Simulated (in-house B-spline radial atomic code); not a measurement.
Ionisation energies along the 32-electron series, configuration [Ar] 3d10 4s2 4p2, as differences of self-consistent energies. NIST's values go from ground level to ground level; the uncertainty of those that are theory runs from under 0.1 % in few-electron ions to several per cent in heavy many-electron ones. Computed with a radial B-spline atomic code at the basis-set limit: non-relativistic Hartree-Fock, average of the configuration, point nuclei.

This level leaves out relativity, spin-orbit splitting included, which matters for heavy ions.

```csv
ion,configuration after,ionisation energy (eV),IE/(q+1)² (eV),-ε less Coulomb ΔSCF (eV),tabulated value (eV),tabulated kind,computed minus tabulated (eV)
Rh13+,[Ar] 3d10 4s2 4p1,300.2,1.5318,0.31742,306,tabulated theory,-5.8
Pd14+,[Ar] 3d10 4s2 4p1,335.6,1.4916,0.31893,342,tabulated theory,-6.4
Ag15+,[Ar] 3d10 4s2 4p1,372.7,1.456,0.32052,381,tabulated theory,-8.3
Cd16+,[Ar] 3d10 4s2 4p1,411.6,1.4243,0.32217,421,tabulated theory,-9.4
In17+,[Ar] 3d10 4s2 4p1,452.2,1.3958,0.32386,462,tabulated theory,-9.8
Sn18+,[Ar] 3d10 4s2 4p1,494.6,1.37,0.32555,506,tabulated theory,-11.4
Sb19+,[Ar] 3d10 4s2 4p1,538.7,1.3467,0.32725,552,tabulated theory,-13.3
Te20+,[Ar] 3d10 4s2 4p1,584.5,1.3254,0.32894,599,tabulated theory,-14.5
I21+,[Ar] 3d10 4s2 4p1,632.0,1.3059,0.33061,649,tabulated theory,-17.0
```
